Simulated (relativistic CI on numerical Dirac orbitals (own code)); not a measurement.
# Spin-allowed bands of a d7 ion in an octahedral site, by hand

Problem. Take Δ = 10050 cm⁻¹ and B = 700 cm⁻¹ for a high-spin d7 ion in an octahedral site. Calculate the three spin-allowed bands.

Working.
1. The terms of highest spin are 4F (energy 0) and 4P (15B = 10500 cm⁻¹). Here the F term splits into A2 at +1.2Δ = 12060, T2 at +0.2Δ = 2010 and T1 at −0.6Δ = -6030 cm⁻¹.
2. The two T1 states mix through the element 0.4Δ: H = [[-6030, 4020], [4020, 10500]], with roots ½(H₁₁ + H₂₂) ∓ ½√[(H₂₂ − H₁₁)² + 4H₁₂²] = ½(4470) ∓ ½(18382) = -6956 and 11426 cm⁻¹.
3. The ground term is 4T1 at -6956 cm⁻¹.
4. Bands: 4T2 8966 cm⁻¹ (1115 nm), 4T1(P) 18382 cm⁻¹ (544 nm), 4A2 19016 cm⁻¹ (526 nm).

Check. Exact diagonalisation of the whole d7 shell with these parameters gives 4T2 8966, 4T1 18382, 4A2 19016 cm⁻¹. The match is exact, since without spin-orbit coupling no other term has this spin. The ratio of the second band to the first, 2.050, depends on Δ/B = 14.4 alone, which is how a Tanabe-Sugano diagram is read.
